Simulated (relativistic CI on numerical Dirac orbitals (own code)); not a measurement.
## Magnetism of Pm⁴⁺, 4f3, in a crystal field

Calculated by Dirac-Coulomb-Breit CI, separate exchange-only KLI orbitals for each configuration, model QED, valence Slater integrals scaled by 0.85, one configuration in a parametric crystal field (own radial code).

Field parameters in Wybourne normalisation; cubic f-shell fields have B⁴₄ = √(5/14) B⁴₀ and B⁶₄ = −√(7/2) B⁶₀. The field is a parameter set, without covalency.

S is read from ⟨S²⟩ = S(S + 1).

Powder χT (cm³ K mol⁻¹) by Van Vleck's formula, with temperature-independent terms:

```csv
Field,2 K,5 K,10 K,20 K,50 K,100 K,200 K,300 K
"C2v, B20 = -860, B22 = -400, B40 = -1220, B42 = 230, B44 = 350, B60 = 10, B62 = 150, B64 = -720, B66 = 780 cm⁻¹",0.563,0.588,0.63,0.714,0.941,1.19,1.45,1.56
"C2v, B20 = 360, B22 = 180, B40 = 450, B42 = 230, B44 = 250, B60 = -970, B62 = 0, B64 = 80, B66 = -530 cm⁻¹",0.627,0.663,0.724,0.838,1.09,1.33,1.54,1.62
"D3d, B20 = 1700, B40 = 710, B43 = -1020, B60 = -100, B63 = -340, B66 = -130 cm⁻¹",1.14,1.15,1.16,1.19,1.28,1.42,1.58,1.65
"D3h, B20 = 1500, B40 = 60, B60 = -250, B66 = -210 cm⁻¹",1.34,1.36,1.39,1.45,1.53,1.59,1.66,1.69
"Oh, B40 = 1770, B60 = 410 cm⁻¹",0.799,0.813,0.836,0.883,1.02,1.22,1.46,1.58
"Oh, B40 = 3690, B60 = 1180 cm⁻¹",0.614,0.62,0.629,0.648,0.703,0.796,0.978,1.15
```

(1) For C2v, B20 = 360, B22 = 180, B40 = 450, B42 = 230, B44 = 250, B60 = -970, B62 = 0, B64 = 80, B66 = -530 cm⁻¹: what effective moment follows at 300 K?

Results:

(1) μ_eff = √(8χT) = 3.60 μB. The LS value g√(J(J + 1)) of the free ion's ⁴I°9/2 level is 3.62 μB.
